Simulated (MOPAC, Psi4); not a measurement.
Two rigid molecules brought together: CH2O2 ··· H3B (SMILES O=CO and B), singlet. Monomers: optimised at B3LYP-D3(BJ) (def2-TZVP), held rigid. Orientation: lowest of the rigid-body minima from ten starts at GFN2-xTB (searched outside a hard wall at short contacts). R is the distance of the centres of mass, along which the second monomer moves. The shortest distances reach bonding range, where SAPT0 and rigid monomers are unreliable. The table gives interaction energies.

```json
[
 {"R / Å": "1.84", "A": "94.22", "B": "109.58", "C": "78.37"},
 {"R / Å": "1.97", "A": "31.66", "B": "24.16", "C": "11.11"},
 {"R / Å": "2.18", "A": "-13.90", "B": "-41.77", "C": "-36.59"},
 {"R / Å": "2.40", "A": "-27.19", "B": "-46.50", "C": "-46.74"},
 {"R / Å": "2.57", "A": "-28.11", "B": "-31.44", "C": "-43.48"},
 {"R / Å": "2.77", "A": "-25.57", "B": "-14.83", "C": "-35.89"},
 {"R / Å": "3.08", "A": "-19.87", "B": "-3.43", "C": "-24.22"},
 {"R / Å": "3.37", "A": "-14.88", "B": "-1.18", "C": "-16.22"},
 {"R / Å": "3.90", "A": "-8.23", "B": "-1.26", "C": "-7.94"},
 {"R / Å": "4.60", "A": "-3.78", "B": "-1.28", "C": "-3.34"},
 {"R / Å": "5.62", "A": "-1.41", "B": "-0.70", "C": "-1.10"},
 {"R / Å": "6.88", "A": "-0.53", "B": "-0.31", "C": "-0.37"}
]
```

Energies in kJ/mol.

Q: Assign the columns to these levels of theory: AM1, restricted, heats of formation run with MOPAC 23.2.5; PBE/def2-TZVP, counterpoise-corrected (Psi4); SAPT0/jun-cc-pVDZ, frozen core (Psi4 1.11).

A: A is SAPT0/jun-cc-pVDZ; B is AM1; C is PBE/def2-TZVP.
